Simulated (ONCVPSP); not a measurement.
## rhenium (Re): one change to an ONCV potential, before and after

ONCVPSP 4.0.1 input, shortened (lines: element, Z, core and valence counts, functional; n l f; lmax; l rc ep ncon nbas qcut; lloc lpopt rc5 dvloc0; l nproj debl; icmod fcfact rcfact), PBE, fully relativistic:

```
  Re 75.00   10    4        4      upf
    1    0    2.00
    2    0    2.00
    2    1    6.00
    3    0    2.00
    3    1    6.00
    3    2   10.00
    4    0    2.00
    4    1    6.00
    4    2   10.00
    4    3   14.00
    5    0    2.00
    5    1    6.00
    5    2    5.00
    6    0    1.50
    2
    0    1.85    0.00    4    8    7.20
    1    1.15    0.00    5    8    7.70
    2    2.40    0.00    4    8    5.50
    4    5    0.95    6.00
    0    3    0.80
    1    2    2.20
    2    1    0.60
    3    4.75    1.35
```

Open shells are filled in proportion to 2j + 1.

Change: scalar-relativistic.

Cutoffs: the cutoffs (Ha) at which the residual kinetic energy of the hardest occupied pseudo-wave falls to 1 and 0.1 mHa per electron; they do not see the model core or the augmentation charge, which bear on the density cutoff. Errors are all-electron minus pseudo energies relative to the spin-unpolarised reference configuration.

Task: Predict the effect on cutoff, ghosts and configuration errors.

Result: The potential gets softer (94 Ha and 132 Ha → 43 Ha and 93 Ha); of the 4 tests that both files solve, the error grows in 4 and shrinks in 0 by more than 15 % and 0.3 meV (median size 1.4 → 6.1 meV); neither file shows a bound ghost.

```tsv
quantity	base	changed
cutoff, loose	94 Ha	43 Ha
cutoff, tight	132 Ha	93 Ha
loose cutoff by channel	s 17 Ha, p 94 Ha, d 12 Ha	s 17 Ha, p 43 Ha, d 12 Ha
bound ghosts	none	none
GHOST(+) flags under 300 eV	s at 190.7 eV, p3/2 at 243.3 eV	s at 191.6 eV, p at 259.8 eV
error for 5s2 5p6 5d5 6s2, meV [ΔE -3.78 eV]	-0.1	+1.4
error for 5s2 5p6 5d5 6s1, meV [ΔE 5.47 eV]	-0.1	-2.1
error for 5s2 5p6 5d5 6s0, meV [ΔE 21.80 → 21.79 eV]	-2.7	-10
error for 5s2 5p6 5d4 6s0, meV [ΔE 48.91 eV]	-3.9	-16
s: phases at 1.88 bohr within 0.05 rad from the reference energy up to (Ha; the scan ends near 5)	to the end of the scan	to the end of the scan
rms error of d²Exc/dni dnj with the model core, mHa	3.31	0.83
```
